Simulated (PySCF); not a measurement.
Al(H)(Et)(OMe) (C3H9AlO), SMILES C[CH2][AlH][O]C.

The structure is a stationary point at PBE0-D3(BJ)/def2-SVP. The structure was generated by enumeration; whether it is a known compound was not checked. The values are those of a single conformer.

Computed with PySCF with PBE/def2-TZVP.

Isolated molecule, no solvent.

The total energy comes out as -437.11217 hartree. The highest occupied level is -6.18 eV and the lowest empty level comes out as -1.32 eV. The orbital gap is 4.86 eV and the dipole moment is 0.05 D. The quadrupole, principal values (traceless, Buckingham form, about the centre of nuclear charge) is -5.84, 1.81, 4.03 D·Å. The mean static polarisability comes out as 70.7 bohr³ (10.48 Å³) and the polarisability, principal values is 57.7, 65.3, 89.1 bohr³.
